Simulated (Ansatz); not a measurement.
PbI₂, SMILES [I][Pb][I] (connectivity only; charge and spin as stated), neutral, multiplicity 1.

Geometry: B3LYP-D3(BJ)/def2-SVP. The isomer is the one that the SMILES or the coordinates give; other isomers of the formula were not compared. The def2 effective core potentials stand for the cores of I, Pb; spin–orbit coupling is left out.

Two levels are set side by side: PBE/def2-SVPD (Ansatz, a first-principles code) and CAM-B3LYP/def2-SVPD (Ansatz). Energy differences of separate SCF runs at the same geometry; the states with an electron removed or added have multiplicity 2 and 2. Differences are taken from unrounded values.

| quantity | CAM-B3LYP |
|---|---|
| vertical ionisation energy (eV) | 9.20 |
| vertical electron affinity (eV) | 1.97 |
| vertical singlet–triplet gap (eV) | 2.58 |

Question: What does PBE give, and how far is it from CAM-B3LYP? (Estimate from the structure and the level; the computed values follow.)

Answer: 
```
quantity                            PBE  PBE minus CAM-B3LYP
---------------------------------  ----  -------------------
vertical ionisation energy (eV)    8.73                -0.47
vertical electron affinity (eV)    1.69                -0.28
vertical singlet–triplet gap (eV)  2.51                -0.07
```
